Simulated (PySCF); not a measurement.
**Yb⁵⁸⁺ (ytterbium, charge +58): Hartree-Fock from Schrödinger to Dirac-Coulomb-Breit**

Occupied: 1s1/2, 2s1/2, 2p1/2, 2p3/2, 3s1/2. Hartree-Fock calculated with PySCF 2.14 in an uncontracted even-tempered set (16 s from 7.7 bohr⁻², ratio 2.7; 14 p from 9.3 bohr⁻², ratio 2.7), Gaussian nucleus throughout. NR is non-relativistic, sf-X2C the spin-free one-electron X2C Hamiltonian, X2C adds the bare one-electron spin-orbit term, X2C-SNSO screens it by Boettger's factors, DC is four-component Dirac-Coulomb, and the Gaunt and Breit terms are added at first order (total energies over the DC spinors, levels after relaxing the spinors in that mean field). QED terms are absent. Levels marked empty are virtual spinors of this ion; the basis has s and p functions only, so 3d, which can lie below the n = 4 levels, is absent.

```json
{"level (eV)": "1s1/2", "NR": "-61885.5", "sf-X2C": "-66374.8", "X2C": "-66362.5", "X2C-SNSO": "-66363.3"}
{"level (eV)": "2s1/2", "NR": "-13753.0", "sf-X2C": "-15028.3", "X2C": "-15025.3", "X2C-SNSO": "-15025.5"}
{"level (eV)": "2p1/2", "NR": "-13377.6", "sf-X2C": "-13801.4", "X2C": "-14596.5", "X2C-SNSO": "-14570.1"}
{"level (eV)": "2p3/2", "NR": "-13377.6", "sf-X2C": "-13801.4", "X2C": "-13476.3", "X2C-SNSO": "-13485.1"}
{"level (eV)": "3s1/2", "NR": "-5712.6", "sf-X2C": "-6111.8", "X2C": "-6111.2", "X2C-SNSO": "-6111.3"}
{"level (eV)": "3p1/2 (empty)", "NR": "-5494.7", "sf-X2C": "-5662.7", "X2C": "-5869.7", "X2C-SNSO": "-5862.9"}
{"level (eV)": "3p3/2 (empty)", "NR": "-5494.7", "sf-X2C": "-5662.7", "X2C": "-5577.0", "X2C-SNSO": "-5579.3"}
{"level (eV)": "4s1/2 (empty)", "NR": "-3062.2", "sf-X2C": "-3220.4", "X2C": "-3220.2", "X2C-SNSO": "-3220.2"}
```

Q: Where do the four-component calculations put these levels?

A: 1s1/2: DC -66437.5, DC+Gaunt -66238.5, DC+Breit -66251.7; 2s1/2: DC -15035.8, DC+Gaunt -15014.2, DC+Breit -15015.7; 2p1/2: DC -14576.6, DC+Gaunt -14539.2, DC+Breit -14542.9; 2p3/2: DC -13492.4, DC+Gaunt -13467.0, DC+Breit -13470.8; 3s1/2: DC -6113.7, DC+Gaunt -6108.0, DC+Breit -6108.7; 3p1/2 (empty): DC -5864.5, DC+Gaunt -5855.0, DC+Breit -5856.3; 3p3/2 (empty): DC -5580.8, DC+Gaunt -5574.4, DC+Breit -5575.7; 4s1/2 (empty): DC -3221.1, DC+Gaunt -3219.0, DC+Breit -3219.3 (eV).

```json
{"Hamiltonian": "NR", "E (hartree)": "-9624.9666", "E − E(DC) (hartree)": "621.2004", "CPU seconds": "0.24"}
{"Hamiltonian": "sf-X2C", "E (hartree)": "-10231.1578", "E − E(DC) (hartree)": "15.0092", "CPU seconds": "0.18"}
{"Hamiltonian": "X2C", "E (hartree)": "-10242.3181", "E − E(DC) (hartree)": "3.8489", "CPU seconds": "0.18"}
{"Hamiltonian": "X2C-SNSO", "E (hartree)": "-10241.6471", "E − E(DC) (hartree)": "4.5200", "CPU seconds": "0.18"}
{"Hamiltonian": "DC", "E (hartree)": "-10246.1670", "E − E(DC) (hartree)": "0.0000", "CPU seconds": "8.7"}
{"Hamiltonian": "DC+Gaunt", "E (hartree)": "-10233.9033", "E − E(DC) (hartree)": "12.2637", "CPU seconds": "15"}
{"Hamiltonian": "DC+Breit", "E (hartree)": "-10234.9833", "E − E(DC) (hartree)": "11.1837", "CPU seconds": "48"}
```

Weight of the small component: 1s1/2 0.0691, 2s1/2 0.0160, 2p1/2 0.0159, 2p3/2 0.0146, 3s1/2 0.00620, 3p1/2 0.00611, 3p3/2 0.00577, 4s1/2 0.00297.

Koopmans' value for the highest occupied level at DC+Breit: 6108.7 eV, against an ionisation energy of 6111 ± 6 eV (theoretical estimate listed by NIST; NIST Atomic Spectra Database, ionization energies); the former lacks relaxation, correlation, QED and recoil.

The whole ladder took 75 s of wall time on 1 thread of AMD EPYC 9R45 96-Core Processor (shared host), launched as `OMP_NUM_THREADS=1 python relrun2.py TASK.json OUT` (a driver that calls PySCF for each Hamiltonian).
